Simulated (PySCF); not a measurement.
**Cl⁺ (chlorine, charge +1) across methods**

[Ne] 3s1 3p5, high-spin 3P determinant (an excited configuration). Calculation: PySCF 2.14, in dyall-av2z (13s9p2d, 50 functions); the non-relativistic Hamiltonian (point nucleus).

```json
{"method": "B3LYP", "E (hartree)": "-459.2185", "mean ε 3s α (eV)": "-35.985", "mean ε 3p α (eV)": "-22.320", "mean ε 3p β (eV)": "-19.801", "Σ⟨r²⟩ (bohr²)": "21.38", "⟨S²⟩": "2.003"}
{"method": "PBE0", "E (hartree)": "-459.0466", "mean ε 3s α (eV)": "-36.666", "mean ε 3p α (eV)": "-22.745", "mean ε 3p β (eV)": "-19.944", "Σ⟨r²⟩ (bohr²)": "21.32", "⟨S²⟩": "2.003"}
{"method": "UHF", "E (hartree)": "-458.51360", "mean ε 3s α (eV)": "-44.811", "mean ε 3p α (eV)": "-27.357", "mean ε 3p β (eV)": "-22.038", "Σ⟨r²⟩ (bohr²)": "21.69", "⟨S²⟩": "2.012"}
{"method": "r2SCAN", "E (hartree)": "-459.1716", "mean ε 3s α (eV)": "-35.057", "mean ε 3p α (eV)": "-21.599", "mean ε 3p β (eV)": "-18.904", "Σ⟨r²⟩ (bohr²)": "21.33", "⟨S²⟩": "2.005"}
{"method": "LDA", "E (hartree)": "-457.7181", "mean ε 3s α (eV)": "-33.579", "mean ε 3p α (eV)": "-20.970", "mean ε 3p β (eV)": "-18.886", "Σ⟨r²⟩ (bohr²)": "21.38", "⟨S²⟩": "2.002"}
{"method": "r2SCANh", "E (hartree)": "-459.1658", "mean ε 3s α (eV)": "-36.071", "mean ε 3p α (eV)": "-22.237", "mean ε 3p β (eV)": "-19.338", "Σ⟨r²⟩ (bohr²)": "21.34", "⟨S²⟩": "2.005"}
{"method": "BP86", "E (hartree)": "-459.2565", "mean ε 3s α (eV)": "-33.755", "mean ε 3p α (eV)": "-21.010", "mean ε 3p β (eV)": "-18.943", "Σ⟨r²⟩ (bohr²)": "21.30", "⟨S²⟩": "2.002"}
{"method": "revPBE", "E (hartree)": "-459.1386", "mean ε 3s α (eV)": "-33.695", "mean ε 3p α (eV)": "-20.933", "mean ε 3p β (eV)": "-18.747", "Σ⟨r²⟩ (bohr²)": "21.28", "⟨S²⟩": "2.002"}
{"method": "PBE", "E (hartree)": "-459.0283", "mean ε 3s α (eV)": "-33.690", "mean ε 3p α (eV)": "-20.950", "mean ε 3p β (eV)": "-18.794", "Σ⟨r²⟩ (bohr²)": "21.31", "⟨S²⟩": "2.002"}
```
